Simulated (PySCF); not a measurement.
## Unknowns

[PySCF 2.14.0 with density-fitted response routines: structure optimised with GFN2-xTB; shieldings: GIAO PBE0/pcSseg-1; non-relativistic Hamiltonian; rapidly exchanging positions averaged; gas phase; single conformer]

Shifts are taken against calculated references (same method and geometry level): 1H (31.72 ppm) and 13C (186.93 ppm) against TMS. Splittings of carbon signals by F and P are missing where no couplings were computed. Where no couplings were computed, multiplicities follow the n + 1 count of equivalent neighbours, and m marks all less simple cases (inequivalent or close neighbours, rings, F or P nearby). Shifts are as computed. Against solution values, carbons near 30 ppm lie about +3 ppm off and those near 130 ppm about +5 ppm. Of 1211 compounds with measured shifts, 218 miss one by over three times the rms of a fit or turn the order of signals round; such compounds aren't used in these exercises. OH and NH positions are gas-phase values without hydrogen bonding to other molecules.

Task: C₄H₁₁NOSi. 1H NMR (400 MHz, computed): δ 8.37 (t, 1H), 5.27 (s, 2H), 2.17 (m, 2H), 1.62 (m, 2H), 1.57 (br s, 1H), 0.98 (t, 3H). 13C{1H} NMR (computed): δ 181.8, 48.4, 21.8, 15.1. What is it?

Result: SMILES CCC/C=N\[SiH2]O. The formula gives 1 degree of unsaturation (no ring in the answer). 4 carbon signals for 4 carbons: no two carbons are equivalent. Carbon types of the structure: 1 × CH, 2 × CH2, 1 × CH3, leaving 3 H on heteroatoms. δC 181.8: C=N carbon. δC 48.4, 21.8: sp3 CH2; a saturated carbon with 2 carbon neighbours and no heteroatom attached. δC 15.1: methyl carbon; saturated and bonded to C and H only. δH 1.57: hydrogen on an oxygen bonded to Si; labile proton, position sensitive to the medium.

The shifts were computed for this structure.

Task: C₈H₈FN. 1H NMR (300 MHz, computed): δ 7.21 (m, 1H), 5.86 (m, 1H), 5.66 (m, 1H), 3.09 (m, 1H), 1.74 (d, 1H), 1.24 (d, 3H). 13C{1H} NMR (computed): δ 159.9, 121.8, 107.7, 97.5, 88.0, 80.2, 33.0, 17.1. Identify the compound.

Result: SMILES C#C[C@@H](C)[C@@H](F)/C=C/C#N. Rings plus π bonds: 5 (no ring in the answer). 8 carbon signals for 8 carbons: no two carbons are equivalent. Carbon types of the structure: 2 × C, 5 × CH, 1 × CH3, which accounts for all hydrogens. δC 159.9, 107.7: alkene CH; an sp2 carbon of a C=C bond. δC 121.8: nitrile carbon; typical of a nitrile. δC 97.5: allylic sp3 CH bonded to F; the inductive effect lowers its shielding. δC 88.0: alkyne carbon; sp carbons lie upfield of alkene carbons because the cylindrical π system leaves one tensor component strongly shielded.

The data come from this structure; uniqueness wasn't tested.
